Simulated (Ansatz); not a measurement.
Compare A (`SC1O[SiH2][SiH2]1`) with its isomer B (`O[SiH]1[SiH2]CS1`).

Computed with Ansatz on PBE0-D4/def2-TZVP structures; ΔE is electronic, products minus reactants. CCSD(T)/CBS is the MP2 limit (def2-TZVPP, def2-QZVPP) plus CCSD(T) − MP2 in def2-TZVPP, frozen cores. DFT in def2-TZVPP. B3LYP here is the variant with VWN-RPA as its local correlation; programs differ in this. One conformer a species, not always the lowest.

(1) Which isomer does CCSD(T)/CBS put lower? Give the gap. (Best estimate.)

(2) Give E(B) − E(A) in kJ/mol with CCSD/def2-TZVPP, B3LYP-D4, B3LYP, CCSD(T)/def2-TZVPP, MP2/def2-TZVPP, ωB97M-V, PBE0-D4. (Estimate.)

Largest T1 diagnostic: 0.014.

Results:

(1) The calculation gave: B, by 196.8 kJ/mol.

(2) The calculation gave: CCSD/def2-TZVPP -190.8, B3LYP-D4 -186.8, B3LYP -186.8, CCSD(T)/def2-TZVPP -190.5, MP2/def2-TZVPP -200.6, ωB97M-V -191.8, PBE0-D4 -196.2. None reverses the order clearly.

From PBE to PBE0 (25 % exact exchange), in def2-TZVPP and without D4, E(B) − E(A) moves by −6.9 kJ/mol.
